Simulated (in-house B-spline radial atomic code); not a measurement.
# Removing one electron from Sn²⁰⁺

Closed shell [Ar] 3d10 4s2. Computed with a B-spline radial code for spherical atoms: Koopmans values of Dirac-Hartree-Fock plus a diagonal self-energy, in second order or with its direct term screened (direct RPA, with the hole-particle interaction, or full time-dependent Hartree-Fock), linearised in energy; no-pair Dirac-Coulomb Hamiltonian, finite nucleus. Shifts add to the Koopmans value (the ΔSCF shift is orbital relaxation alone); the final value takes TDHF screening with Breit and QED.

Command:
```bash
python run_mb.py task.json out
```
Settings (nuclear radius in fm, box in bohr, cutoff in hartree):
```
basis_form          2
Z                   50
core_configuration  [Ar] 3d10 4s2
rms_radius          4.6519
mass_number         120
speed_of_light      137.036
box_radius          4.67
lmax                7
intervals           59
virtual_cutoff      10000.0
```

Time taken, with all properties: 27 s on 1 thread of Arm Neoverse N1 (shared host).

Energies in eV:

```tsv
subshell	Koopmans	ΔSCF shift	second order	direct RPA	hole-particle	TDHF	Breit + QED	final
4s1/2	607.95	-0.225	?	?	?	?	?	?
```

Problem. What does the self-energy do to 4s1/2?

Solution. It shifts the removal energy by 2.597 eV in second order, 1.732 with direct RPA, 2.030 with the hole-particle term and 2.279 with TDHF screening (quasi-particle weight 0.990); Breit and QED add -0.501 eV. The final value is 609.73 eV, against 608 ± 4 eV (NIST, tabulated theory).
